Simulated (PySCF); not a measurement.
Isomers of C3H8N2OSi2, one GFN2-xTB conformer each. Single-point energies are computed at PBE0/pcSseg-1 (PySCF, gas phase, no added dispersion term), electronic only.

**Question.** Rank them by PBE0/pcSseg-1 energy, lowest first (kcal/mol).
A. `[CH2:1]=[N:2][CH2:3][SiH2:4][Si@H:5]([OH:6])[C:7]#[N:8]` with C1–N2–C3–Si4 -113°, N2–C3–Si4–Si5 -45°, C3–Si4–Si5–O6 18°, Si4–Si5–O6–H 1°
B. `[CH3:1][Si@:2]([SiH3:3])([C:4]#[N:5])[C:6]([NH2:7])=[O:8]` with C1–Si2–C6–N7 94°, Si2–C6–N7–H 180° and 3°
C. `[N:1]#[C:2][CH2:3][C:4](=[O:5])[Si@@H:6]([NH2:7])[SiH3:8]` with C2–C3–C4–O5 -114°, C3–C4–Si6–N7 -7°, C4–Si6–N7–H 168° and -54°

**Answer.** B (0.0), A (7.9), C (21.2).

As drawn, the lowest has a C(=O)–N unit, which the highest lacks. GFN2-xTB itself gives, in the same order: 18.9, 0.0, 7.7. GFN2-xTB puts C=NC[SiH2][Si@H](O)C#N lowest instead; measured from each level's own lowest isomer, the values differ by up to 18.9 kcal/mol (C[Si@]([SiH3])(C#N)C(N)=O: 18.9 against 0.0).

**Question.** Which frontier levels, dipoles and rotational constants go with these structures?

**Answer.** 
| SMILES | HOMO (eV, PBE0/pcSseg-1) | LUMO (eV) | dipole (D) | A, B, C (MHz) |
| --- | --- | --- | --- | --- |
| C[Si@]([SiH3])(C#N)C(N)=O | -7.30 | -1.11 | 1.28 | 1351, 1200, 885.3 |
| C=NC[SiH2][Si@H](O)C#N | -8.14 | -1.19 | 6.58 | 2506, 827.3, 722.5 |
| N#CCC(=O)[Si@@H](N)[SiH3] | -7.34 | -1.80 | 3.27 | 2392, 869.0, 712.8 |
